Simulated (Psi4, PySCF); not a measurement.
Here is a job for Psi4.
```
memory 2 GB

molecule {
0 1
  Si   -0.00000000    0.00000000    0.00000000
  Cl    1.15408739    1.15122039    1.18326052
  Cl   -1.18855309   -1.15744030    1.14236817
  Cl    1.17148700   -1.16838046   -1.14884152
  Cl   -1.13702131    1.17460038   -1.17678717
}

set basis 6-31g*
set scf_type pk
set puream true
set d_convergence 1e-8
set dft_radial_points 99
set dft_spherical_points 590

energy('blyp')
print_variables()
```

Question: Give the equivalent PySCF input.

Answer: This is not unique; one that fits is 
```python
from pyscf import gto, scf, dft

mol = gto.Mole()
mol.atom = '''
    Si   -0.000000    0.000000    0.000000
    Cl    1.154087    1.151220    1.183261
    Cl   -1.188553   -1.157440    1.142368
    Cl    1.171487   -1.168380   -1.148842
    Cl   -1.137021    1.174600   -1.176787
'''
mol.basis = '6-31g*'
mol.charge = 0
mol.spin = 0
mol.verbose = 4
mol.build()

mf = dft.RKS(mol)
mf.xc = 'blyp'
mf.grids.atom_grid = (99, 590)
mf.grids.prune = None
mf.kernel()
```

Both were run: Psi4 gave -2130.356690 Eh and PySCF -2130.356686 Eh, 0.004 mEh apart.
